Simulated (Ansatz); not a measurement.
C₂H₆Zn⁻, that is ZnMe2 with one electron more. Charge -1, multiplicity 2. Geometry r2SCAN-D4/def2-TZVP, that of the neutral singlet; atoms count from 1.

```xyz
9

Zn   -0.001    0.000   -0.001
C     1.323   -1.266   -0.626
H     1.772   -0.940   -1.568
H     0.882   -2.252   -0.794
H     2.132   -1.385    0.101
C    -1.323    1.266    0.625
H    -0.866    2.227    0.876
H    -1.831    0.898    1.521
H    -2.088    1.452   -0.135
```

The highest occupied level of the charge -1 doublet lies above zero (up to 1.54 eV). By energy differences it is unbound by 0.68 eV (vertical, to the charge 0 singlet, at PBE0-D4/def2-TZVPD) and held by the finite basis.

(1) Estimate the Mulliken populations from the PBE0/def2-TZVPD orbitals of Ansatz.

(2) Where does the spin sit?

(3) And the Mayer bond orders between bonded heavy atoms (over 0.3)?

Results:

(1) 
| atom | charge (e) | spin (α − β) | d electrons |
| --- | --- | --- | --- |
| Zn1 | -0.75 | 0.97 | 9.97 |
| C2 | -0.45 | -0.04 | – |
| H3 | 0.09 | 0.02 | – |
| H4 | 0.09 | 0.02 | – |
| H5 | 0.14 | 0.02 | – |
| C6 | -0.44 | -0.04 | – |
| H7 | 0.09 | 0.02 | – |
| H8 | 0.09 | 0.02 | – |
| H9 | 0.14 | 0.02 | – |
Mulliken values and Mayer orders depend strongly on the basis. With diffuse functions, as here, like atoms can get unlike values, and bond orders can come out too low or too high.

(2) Summed by element: Zn 0.97, C -0.09, H 0.12, of 1 unpaired in all. Largest on single atoms: Zn1 0.97, C6 -0.04, C2 -0.04.

(3) Zn1–C2 0.59 (1.93 Å); Zn1–C6 0.58 (1.93 Å).
